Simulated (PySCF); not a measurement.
Correlation energy of Mn (manganese, neutral)

[Ar] 3d4 4s2 5s1, high-spin 6D determinant (an excited configuration). Calculation: PySCF 2.14, in aug-cc-pVDZ (7s6p4d2f, 59 functions); the non-relativistic Hamiltonian (point nucleus). Frozen: [Ar]; 7 electrons correlated.

MP2 pair energies summed by pair of shells (mhartree):

```json
{"pair": "3d-3d", "energy": "-28.05", "share (%)": "35.5"}
{"pair": "4s-4s", "energy": "-24.13", "share (%)": "30.6"}
{"pair": "3d-4s", "energy": "-20.74", "share (%)": "26.3"}
{"pair": "4s-5s", "energy": "-5.28", "share (%)": "6.7"}
{"pair": "3d-5s", "energy": "-0.71", "share (%)": "0.9"}
```

Total MP2 correlation energy: -78.91 mhartree.

Same-spin part -39.32 and opposite-spin part -39.60 mhartree; SCS-MP2 scales them by 1/3 and 6/5 to -60.62 mhartree.
